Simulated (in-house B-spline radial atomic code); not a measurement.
Ionising Ti⁵⁺ with different functionals

Computed with a radial B-spline atomic code at the basis-set limit: four-component Dirac-Coulomb Hamiltonian, Fermi nucleus of rms radius 3.5921 fm, spin-restricted, spherical fractional occupations for the functionals, and exact exchange of hybrids averaged over the configuration. The ionisation energy is the difference of two self-consistent energies, [Ne] 3s2 3p5 → [Ne] 3s2 3p4, without Breit or QED terms; ε is the level of the shell that loses the electron (mean over j). The electron is taken from both j subshells in proportion to 2j + 1, so the result is a j average, not the step between ground levels.

| method | rung | ΔSCF (eV) | -ε(3p) (eV) |
| --- | --- | --- | --- |
| B97-1 | global hybrid | 121.09 | 112.70 |
| PBE0 | global hybrid | ? | ? |
| LC-wPBE | range-separated hybrid | ? | ? |
| wB97X | range-separated hybrid | 121.07 | 115.69 |

Question: What does PBE0 give?

Answer: ΔSCF 121.13 eV, and -ε(3p) = 113.22 eV.

Question: What does LC-wPBE give?

Answer: ΔSCF 121.29 eV, and -ε(3p) = 115.92 eV.

Question: Among the functionals, which spreads more, the ΔSCF values or the orbital energies?

Answer: The orbital energies: ΔSCF values span about 0.22 eV and the orbital energies 3.22 eV; here energy differences depend much less on the functional than eigenvalues do.

Question: How do they compare with the NIST value?

Answer: NIST lists 119.53 eV ± 0.025 (semi-empirical, ground level to ground level). Errors run from +1.53 to +1.76 eV. The correlated functionals all miss on the same side by more than they spread, so the cause is common to them (Breit-QED terms, spin polarisation, the choice among j levels, multiplet and fine-structure energies, or a listed next ion that isn't the cheapest removal here) and closeness doesn't rank the functionals.
